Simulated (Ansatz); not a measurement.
`[OH][GeH]1[CH2][O]1` and `F[CH2][GeH]1[CH2][O]1` differ in one atom or group.

Ansatz, PBE0-D4/def2-TZVP geometries, multiplicity 1. Each molecule was computed in one conformer, which needn't be the lowest.

Scalar relativity is left out up to krypton.

| property | `[OH][GeH]1[CH2][O]1` |
| --- | --- |
| zero-point energy (PBE0-D4/def2-TZVP) / kJ/mol | 134.9 |
| size of the dipole moment (ωB97M-V/def2-TZVPP) / D | 2.40 |
| HOMO–LUMO gap (B3LYP/def2-TZVPP) / eV | 6.26 |
| HOMO energy (PBE0/def2-TZVPP) / eV | -7.22 |
| ideal-gas entropy at 298 K and 1 bar (rigid rotor, harmonic PBE0-D4/def2-TZVP) / J/(mol·K) | 312 |
| HOMO energy (ωB97M-V/def2-TZVPP) / eV | -9.43 |

Q: Give the same properties after the change, and the shifts. (Best estimate.)

A: Ansatz gave: 
| property | `F[CH2][GeH]1[CH2][O]1` | shift |
| --- | --- | --- |
| zero-point energy (PBE0-D4/def2-TZVP) / kJ/mol | 177.5 | 42.6 |
| size of the dipole moment (ωB97M-V/def2-TZVPP) / D | 0.82 | -1.58 |
| HOMO–LUMO gap (B3LYP/def2-TZVPP) / eV | 5.99 | -0.27 |
| HOMO energy (PBE0/def2-TZVPP) / eV | -7.22 | 0.00 |
| ideal-gas entropy at 298 K and 1 bar (rigid rotor, harmonic PBE0-D4/def2-TZVP) / J/(mol·K) | 347 | 35 |
| HOMO energy (ωB97M-V/def2-TZVPP) / eV | -9.40 | 0.03 |

The zero-point energy changes by 42.6 kJ/mol with +6 modes. Dipoles are sizes alone; their direction can turn. Modes under 60 cm⁻¹, often nearly free rotors, make the harmonic entropy too high.

B3LYP here is the variant with VWN-RPA as its local correlation; programs differ in this.
